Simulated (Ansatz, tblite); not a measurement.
Cost and result up the ladder for the cluster Si2O4 (the lowest singlet isomer of a short search) (6 atoms). Total charge 0; singlet. Geometry: PBE0-D4/def2-SVP.

```xyz
6

Si    0.9256    0.4050   -0.6455
Si   -0.9256   -0.4049    0.6455
O    -0.2171   -0.8162   -0.8233
O     0.2171    0.8162    0.8233
O    -2.0931   -0.9158    1.4598
O     2.0931    0.9157   -1.4598
```

Ansatz on 2 threads of Arm Neoverse V2 on a shared host; xTB runs through tblite on one thread. Times are rough, summed over both states, and most runs start from the orbitals of an earlier one. PBE0-D4/def2-TZVP serves as the yardstick here, not as an exact answer. The other state is a doublet.

The xTB rows come from tblite. The structure comes from a short search, and lower isomers may exist.

Raw xTB energies of ions are shifted by several eV.

| level | functions | wall time |
| --- | --- | --- |
| GFN1-xTB | 34 | 0.009 s |
| GFN2-xTB | 34 | 0.009 s |
| PBE-D4/def2-TZVP | 198 | 7.4 s |
| r2SCAN-D4/def2-TZVP | 198 | 18 s |
| PBE0-D4/def2-TZVP | 198 | 21 s |

Question: Estimate what each level gives for the vertical IE (eV).

Answer: 
```
              level  vertical IE (eV)  difference from PBE0-D4/def2-TZVP (eV)
           GFN1-xTB             17.43                                    5.74
           GFN2-xTB             16.77                                    5.08
   PBE-D4/def2-TZVP             11.21                                   -0.47
r2SCAN-D4/def2-TZVP             11.34                                   -0.35
  PBE0-D4/def2-TZVP             11.69                                    0.00
```
